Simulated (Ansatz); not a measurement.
Consider the ligand exchange at the Al–N bond: `[AlH2][NH]CS` + `NCF` → `FC[NH][AlH2]` + `NCS`.

Program: Ansatz. Geometries: PBE0-D4/def2-TZVP. ΔE: electronic, gas phase. CBS: MP2 limit from def2 TZ/QZ plus the TZ coupled-cluster correction, frozen cores. DFT in def2-TZVPP. B3LYP here is the variant with VWN-RPA as its local correlation; programs differ in this. One conformer a species, not always the lowest.

`[AlH2][NH]CS`:

```xyz
10

Al    1.725    0.667   -0.563
N     0.029    0.135   -0.590
C    -0.888    0.104    0.503
S    -1.119   -1.524    1.321
H     2.248    1.302    0.789
H     2.559    0.509   -1.897
H    -0.351   -0.299   -1.419
H    -1.880    0.468    0.224
H    -0.526    0.741    1.314
H    -1.798   -2.103    0.318
```

`NCF`:

```xyz
7

N     0.105    0.856   -0.234
C    -0.042   -0.534   -0.122
F    -0.202   -0.981    1.202
H    -0.708    1.362    0.089
H     0.930    1.202    0.234
H    -0.930   -0.866   -0.663
H     0.847   -1.040   -0.506
```

`FC[NH][AlH2]`:

```xyz
9

F     1.083   -1.072   -1.534
C     0.329   -1.132   -0.357
N     0.425    0.059    0.387
Al   -0.728    1.417    0.361
H     0.708   -2.001    0.190
H    -0.706   -1.308   -0.664
H     1.306    0.137    0.876
H    -0.349    2.709    1.190
H    -2.066    1.192   -0.450
```

`NCS`:

```xyz
8

N     0.827    0.665   -0.411
C    -0.450    0.017   -0.229
S    -0.296   -1.765    0.052
H     0.697    1.645   -0.638
H     1.383    0.614    0.433
H    -1.022    0.102   -1.156
H    -1.076    0.420    0.577
H    -0.063   -1.697    1.372
```

| level | ΔE (kJ/mol) | difference from CCSD(T)/CBS |
| --- | --- | --- |
| LDA (SPW92) | 19.3 | 5.3 |
| B3LYP-D4 | 18.0 | 4.0 |
| BHLYP-D4 | 16.1 | 2.1 |
| revPBE | 17.1 | 3.1 |
| r2SCANh | 16.8 | 2.8 |
| RPA@PBE/def2-TZVPP | 13.6 | -0.4 |
| MP2/def2-SVP | 21.1 | 7.1 |
| CCSD/def2-SVP | 19.0 | 5.0 |
| HF/def2-TZVPP | 12.0 | -2.0 |
| SCS-MP2/def2-QZVPP | 14.0 | 0.0 |
| CCSD(T)/CBS | 14.0 | 0 |

Largest T1 diagnostic among the species: 0.012.

At CCSD(T), def2-SVP lies +6.0 kJ/mol from the extrapolated value and def2-TZVPP +0.8 kJ/mol. Leaving LDA and LC-ωPBE aside and taking each functional with its dispersion term where it has one, the values, not all of them listed here, spread over 5.4 kJ/mol, from ωB97X-V to BLYP-D4. From BLYP to BHLYP (50 % exact exchange), in def2-TZVPP and without D4, ΔE moves by −3.4 kJ/mol.
